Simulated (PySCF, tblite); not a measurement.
C5H9BO2.
Bonds: C1–C2, C2–C3 (triple), C3–C4, C4–C5, C5–B6, B6–O7, B6–O8. Hydrogens: H9, H10, H11 on C1; H12, H13 on C4; H14, H15 on C5; H16 on O7; H17 on O8.

Computed with GFN2-xTB (tblite), gas phase: Langevin dynamics at 300 K from the optimised GFN2-xTB geometry, time step 0.5 fs, friction 0.01 fs⁻¹, 2000 steps. Over the second half of the run the saved frames average 334 K.

Frame at 250 fs, instantaneous temperature 288 K:
```
atom  x, y, z in Å
C1      3.460   -0.146    0.365
C2      2.087    0.095   -0.018
C3      0.932    0.225   -0.190
C4     -0.526    0.167   -0.468
C5     -1.229    0.137    0.882
B6     -2.775   -0.070    0.562
O7     -3.760    0.766    1.056
O8     -3.034   -1.115   -0.227
H9      4.183   -0.066   -0.486
H10     3.536   -1.176    0.728
H11     3.771    0.392    1.264
H12    -0.839    1.013   -1.066
H13    -0.658   -0.762   -0.969
H14    -0.808   -0.721    1.458
H15    -1.081    1.008    1.552
H16    -4.671    0.533    0.828
H17    -3.868   -1.221   -0.755
```

Frame at 425 fs, instantaneous temperature 250 K:
```
atom  x, y, z in Å
C1      3.366    0.724    0.672
C2      1.957    0.562    0.399
C3      0.875    0.233   -0.030
C4     -0.536    0.110   -0.246
C5     -1.381   -0.302    1.039
B6     -2.889   -0.172    0.623
O7     -3.539    0.981    0.853
O8     -3.380   -1.261   -0.082
H9      3.910    0.725   -0.232
H10     3.737   -0.004    1.395
H11     3.549    1.700    1.119
H12    -0.864    1.096   -0.532
H13    -0.811   -0.529   -1.103
H14    -1.213   -1.329    1.466
H15    -1.279    0.364    1.903
H16    -4.468    1.017    0.707
H17    -4.231   -1.211   -0.522
```

Frame at 625 fs, instantaneous temperature 267 K:
```
atom  x, y, z in Å
C1      3.100    0.710    1.555
C2      1.880    0.551    0.794
C3      0.787    0.520    0.314
C4     -0.518    0.230   -0.298
C5     -1.548   -0.228    0.760
B6     -3.056   -0.101    0.221
O7     -3.395    1.175    0.144
O8     -3.714   -1.277    0.081
H9      3.574    1.597    1.150
H10     3.693   -0.239    1.406
H11     2.755    0.828    2.598
H12    -0.781    1.218   -0.746
H13    -0.397   -0.555   -1.079
H14    -1.189   -1.198    1.085
H15    -1.387    0.408    1.584
H16    -4.254    1.573   -0.138
H17    -4.555   -1.202   -0.370
```

Frame at 800 fs, instantaneous temperature 404 K:
```
atom  x, y, z in Å
C1      3.093    0.566    1.698
C2      1.701    0.561    1.194
C3      0.577    0.443    0.782
C4     -0.706    0.687    0.196
C5     -1.645   -0.356    0.724
B6     -3.286   -0.198    0.337
O7     -3.580    1.071    0.182
O8     -4.060   -1.271    0.452
H9      3.220    0.607    2.756
H10     3.577    1.317    1.159
H11     3.504   -0.429    1.502
H12    -1.077    1.675    0.454
H13    -0.711    0.627   -0.821
H14    -1.253   -1.344    0.402
H15    -1.634   -0.307    1.827
H16    -4.518    1.315   -0.061
H17    -4.977   -1.218    0.241
```

Frame at 1000 fs, instantaneous temperature 288 K:
```
atom  x, y, z in Å
C1      2.549    1.318    1.840
C2      1.107    1.401    1.458
C3      0.190    1.349    0.681
C4     -1.138    1.105    0.199
C5     -1.601   -0.203    0.792
B6     -3.173   -0.340    0.686
O7     -3.974    0.764    0.205
O8     -3.836   -1.408    1.037
H9      3.074    0.415    1.477
H10     2.586    1.230    2.892
H11     3.121    2.124    1.437
H12    -1.739    1.954    0.461
H13    -1.050    1.038   -0.918
H14    -1.039   -1.139    0.398
H15    -1.367   -0.114    1.851
H16    -4.904    0.679    0.360
H17    -4.797   -1.559    0.959
```

Q: What do single points at PBE0/pcSseg-1 (PySCF, gas phase) give on these frames?

A: 
```
t (fs)  GFN2-xTB E above start (eV)  DFT E above lowest frame (eV)  HOMO (eV)  LUMO (eV)  dipole (D)
   250                         0.48                           0.04      -6.98       0.57        2.96
   425                         0.48                           0.00      -6.83       0.70        2.81
   625                         0.56                           0.22      -6.74       0.62        3.46
   800                         0.70                           0.43      -6.73       0.49        3.49
  1000                         0.77                           0.50      -6.90       0.63        2.77
```

Both levels order the frames alike by energy; measured from each level's lowest frame they differ by 0.21 eV at most. The HOMO–LUMO gap runs from 7.22 to 7.55 eV. These are instantaneous structures, not minima.

Q: And the isotropic GIAO shieldings (ppm) from the same runs?

A: 
```csv
atom,250 fs,425 fs,625 fs,800 fs,1000 fs,mean,range
C1,182.4,183.6,179.3,184.4,180.7,182.1,5.1
C2,109.3,101.8,103.3,103.1,101.3,103.8,8.0
C3,97.3,96.1,96.9,98.2,80.5,93.8,17.7
C4,168.9,167.9,164.1,175.5,169.7,169.2,11.4
C5,165.9,163.2,166.2,161.8,159.4,163.3,6.8
B6,71.4,70.3,73.7,74.3,72.1,72.4,4.0
O7,210.0,224.4,223.8,212.9,206.1,215.4,18.3
O8,209.7,219.2,226.1,236.3,203.2,218.9,33.1
H9,29.3,30.5,29.5,30.5,29.4,29.8,1.2
H10,29.6,29.8,28.6,30.9,31.0,30.0,2.4
H11,29.7,30.1,28.8,29.7,30.2,29.7,1.4
H12,30.1,29.5,28.9,29.4,29.4,29.5,1.2
H13,29.5,29.5,28.9,31.6,29.2,29.7,2.7
H14,30.0,29.8,30.9,30.3,28.5,29.9,2.4
H15,30.1,30.6,31.8,30.4,30.3,30.6,1.7
H16,28.1,28.7,27.0,27.2,29.4,28.1,2.4
```

The cost below is that of the whole dynamics run. On Intel Xeon Platinum 8488C, one thread, shared host, this took 12 s wall and 0.19 GiB of memory at its peak.
